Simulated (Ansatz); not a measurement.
Reaction (formal exchange of groups at a B–Si bond): `C[Se]B[SiH3]` + fluoromethane → `C[Se]BCF` + SiH₄

Gas-phase electronic energies from Ansatz, PBE0-D4/def2-TZVP geometries. CBS: MP2 limit from def2 TZ/QZ plus the TZ coupled-cluster correction, frozen cores. This one scheme is used for every species. Functionals use def2-TZVPP. B3LYP here is the variant with VWN-RPA as its local correlation; programs differ in this. For Se outer-core shells are correlated without core-valence functions, which leaves a few kJ/mol of doubt a bond. Scalar relativity is left out up to krypton. One conformer a species, not always the lowest.

`C[Se]B[SiH3]`:

Cartesian coordinates in Å:
```
C 0.933 0.970 2.124
Se 1.228 -0.014 0.464
B -0.479 -0.075 -0.327
Si -0.679 -1.007 -2.091
H 1.541 1.873 2.108
H 1.231 0.340 2.961
H -0.122 1.225 2.197
H -1.392 0.442 0.245
H -1.207 -0.061 -3.115
H 0.605 -1.567 -2.596
H -1.658 -2.126 -1.972
```

`CF`:

Cartesian coordinates in Å:
```
C -0.054 0.028 -0.009
F 1.156 -0.598 0.190
H 0.101 1.109 -0.018
H -0.733 -0.243 0.803
H -0.470 -0.296 -0.965
```

`C[Se]BCF`:

Cartesian coordinates in Å:
```
C 1.864 0.288 -1.365
Se -0.079 0.431 -1.252
B -0.387 -0.111 0.544
C -1.856 -0.217 1.083
F -1.902 -0.435 2.456
H 2.257 1.234 -1.732
H 2.119 -0.512 -2.057
H 2.258 0.074 -0.375
H 0.550 -0.379 1.233
H -2.449 0.681 0.869
H -2.375 -1.054 0.596
```

SiH₄:

Cartesian coordinates in Å:
```
Si 0.000 0.000 0.000
H 0.440 -1.335 -0.478
H 0.320 1.024 -1.026
H 0.704 0.330 1.265
H -1.465 -0.019 0.240
```

```
             level  ΔE (kcal/mol)  difference from CCSD(T)/CBS
            PBE-D4            1.4                          0.9
         r2SCAN-D4            0.3                         -0.2
           PBE0-D4            1.0                          0.5
           ωB97X-V           -0.8                         -1.3
           ωB97M-V           -1.6                         -2.1
            B2PLYP           -0.6                         -1.1
            r2SCAN            0.2                         -0.3
              PBE0            0.7                          0.2
             B3LYP           -0.8                         -1.3
     HF/def2-TZVPP           -2.4                         -2.9
    MP2/def2-TZVPP           -0.2                         -0.7
SCS-MP2/def2-TZVPP           -0.6                         -1.1
     HF/def2-QZVPP           -2.3                         -2.8
    MP2/def2-QZVPP           -0.1                         -0.6
     MP2/CBS(def2)            0.0                         -0.5
    CCSD/CBS(def2)            0.0                         -0.5
       CCSD(T)/CBS            0.5                            0
```

Largest T1 diagnostic among the species: 0.014.

In def2-TZVPP, CCSD(T) changes the Hartree–Fock value by +2.6 kcal/mol (the triples alone add +0.5 kcal/mol) and MP2 by +2.1 kcal/mol.
